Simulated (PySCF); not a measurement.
C9H6N4, SMILES C12N3C(N=CC=C3C=CN=2)=CC=N1.

The structure is a stationary point at PBE0-D3(BJ)/def2-SVP.

Method: CAM-B3LYP/def2-SVP run with PySCF.

Symmetry labels are those of the subgroup Cs that the program uses (full group Cs).

Question: List the valence orbital energies around the gap with their symmetry. (An estimate is asked for; the answer gives what the named calculation found.)

Answer: 
```json
[
 {"orbital": "HOMO−7", "symmetry": "A\"", "energy (eV)": "-12.40"},
 {"orbital": "HOMO−6", "symmetry": "A\"", "energy (eV)": "-11.23"},
 {"orbital": "HOMO−5", "symmetry": "A\"", "energy (eV)": "-10.22"},
 {"orbital": "HOMO−4", "symmetry": "A'", "energy (eV)": "-9.72"},
 {"orbital": "HOMO−3", "symmetry": "A\"", "energy (eV)": "-9.62"},
 {"orbital": "HOMO−2", "symmetry": "A'", "energy (eV)": "-9.19"},
 {"orbital": "HOMO−1", "symmetry": "A'", "energy (eV)": "-9.00"},
 {"orbital": "HOMO", "symmetry": "A\"", "energy (eV)": "-6.64"},
 {"orbital": "LUMO", "symmetry": "A\"", "energy (eV)": "-1.24"},
 {"orbital": "LUMO+1", "symmetry": "A\"", "energy (eV)": "-0.14"},
 {"orbital": "LUMO+2", "symmetry": "A\"", "energy (eV)": "0.08"},
 {"orbital": "LUMO+3", "symmetry": "A'", "energy (eV)": "2.73"}
]
```
